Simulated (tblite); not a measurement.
C5H9FSe2.
Numbering: `[CH2:1]=[C:2]([CH3:3])[C@H:4]([F:5])[Se:6][Se:7][CH3:8]` (hydrogens: H9, H10 on C1; H11, H12, H13 on C3; H14 on C4; H15, H16, H17 on C8)

Computed with GFN2-xTB (tblite), gas phase: L-BFGS steps from a force-field or distance-geometry start until the largest atomic force falls under 0.01 eV/Å.

Geometry at step 0:
```
atom  x, y, z in Å
C1     -2.5013   -0.1047    0.8160
C2     -1.4264   -0.1461    0.0244
C3     -1.3314    0.7446   -1.1677
C4     -0.2993   -1.1026    0.3423
F5     -0.7972   -2.3998    0.4441
Se6     0.5538   -0.6436    2.0408
Se7     1.5761    1.3079    1.1078
C8      3.1861    0.3113    0.6546
H9     -3.3198    0.5777    0.5957
H10    -2.6036   -0.7445    1.6929
H11    -1.4044    1.8083   -0.8530
H12    -2.1852    0.5241   -1.8603
H13    -0.3927    0.6069   -1.7118
H14     0.4766   -1.0977   -0.4498
H15     3.9090    0.9998    0.1777
H16     2.9243   -0.5051   -0.0486
H17     3.6285   -0.1244    1.5713
```

**Question.** Give the atomic forces at this geometry.

**Answer.** 
```csv
atom,Fx (eV/Å),Fy (eV/Å),Fz (eV/Å)
C1,0.148,-0.060,-0.056
C2,-0.508,-0.172,0.640
C3,-0.350,0.402,-0.601
C4,-0.777,-0.351,-0.865
F5,0.456,0.663,0.016
Se6,0.414,0.766,0.220
Se7,-0.365,-0.764,0.521
C8,0.778,-0.298,-0.313
H9,0.259,-0.317,0.121
H10,0.065,0.258,-0.353
H11,0.036,-0.655,-0.262
H12,0.758,0.267,0.515
H13,-0.214,0.043,0.089
H14,-0.276,-0.189,0.223
H15,-0.385,-0.391,0.249
H16,0.204,0.486,0.349
H17,-0.242,0.312,-0.494
```

The largest, 1.21 eV/Å, acts on C4; the rms over all components is 0.426 eV/Å. The forces sum to zero within rounding, as they must for an isolated molecule in no field.

**Question.** Give the force on C4 in Eh/bohr and in nN.

**Answer.** 1.215 eV/Å ÷ 51.422 = 0.02362 Eh/bohr, and 1.215 eV/Å × 1.602 = 1.95 nN.

**Question.** How far is this geometry from the end of the optimisation?

**Answer.** 0.388 eV above it, and 1.314 Å rms away after alignment. The bonds farthest from their final lengths, with half the difference of the two atoms' forces along the bond (positive lengthens):

```json
{"bond": "Se6–Se7", "now (Å)": "2.392", "final (Å)": "2.283", "force along bond (eV/Å)": "-0.85"}
{"bond": "C4–Se6", "now (Å)": "1.955", "final (Å)": "2.033", "force along bond (eV/Å)": "+0.86"}
{"bond": "C3–H12", "now (Å)": "1.121", "final (Å)": "1.086", "force along bond (eV/Å)": "-0.75"}
{"bond": "C4–F5", "now (Å)": "1.393", "final (Å)": "1.364", "force along bond (eV/Å)": "-0.66"}
{"bond": "C2–C4", "now (Å)": "1.512", "final (Å)": "1.488", "force along bond (eV/Å)": "-0.20"}
{"bond": "Se7–C8", "now (Å)": "1.947", "final (Å)": "1.970", "force along bond (eV/Å)": "+0.45"}
```

The angle farthest from its final value is Se6–Se7–C8, 91.5° against 100.2°.

Of the 6 listed bonds off by 0.010 Å or more, this force points towards the final length in 6.

What follows is the cost of the whole relaxation. The run took 1.7 s wall on one thread, Arm Neoverse V2 (aarch64), no GPU, shared host with 32 logical CPUs at a one-minute load of 15.
